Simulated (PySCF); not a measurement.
Si(OMe)4 (C₄H₁₂O₄Si), SMILES CO[Si](OC)(OC)OC.

Geometry: PBE0-D3(BJ)/def2-SVP. The isomer is the one that the SMILES or the coordinates give; other isomers of the formula were not compared. One conformer was computed; it need not be the lowest.

All values below come from PySCF 2.14.0 with TDA-PBE/def2-SVP.

Vertical excitations; the highest root listed may be one member of a degenerate set.  State labels are in the subgroup C2.

```csv
state,symmetry,energy (eV),λ (nm),f,main pairs
S1,B,7.04,176,0.001,HOMO→LUMO (degenerate set)
S2,B,7.04,176,0.001,HOMO−1→LUMO (degenerate set)
S3,A,7.32,169,0.000,HOMO−2→LUMO 99 %
S4,A,7.53,165,0.000,HOMO−3→LUMO 99 %
S5,B,7.83,158,0.010,"HOMO→LUMO+1, HOMO−5→LUMO (degenerate set)"
S6,B,7.83,158,0.010,"HOMO−1→LUMO+1, HOMO−4→LUMO (degenerate set)"
S7,B,7.88,157,0.005,"HOMO−4→LUMO, HOMO−1→LUMO+1 (degenerate set)"
S8,B,7.88,157,0.005,"HOMO−5→LUMO, HOMO→LUMO+1 (degenerate set)"
S9,A,7.94,156,0.002,"HOMO→LUMO+3 31 %, HOMO−1→LUMO+2 31 %, HOMO→LUMO+2 19 %, HOMO−1→LUMO+3 19 %"
S10,A,7.94,156,0.000,"HOMO−1→LUMO+3 30 %, HOMO→LUMO+2 30 %, HOMO−1→LUMO+2 20 %, HOMO→LUMO+3 20 %"
T1,B,6.86,181,0,HOMO→LUMO (degenerate set)
T2,B,6.86,181,0,HOMO−1→LUMO (degenerate set)
T3,A,7.16,173,0,HOMO−2→LUMO 99 %
T4,A,7.35,169,0,HOMO−3→LUMO 99 %
```
Triplets are in the Tamm–Dancoff approximation.
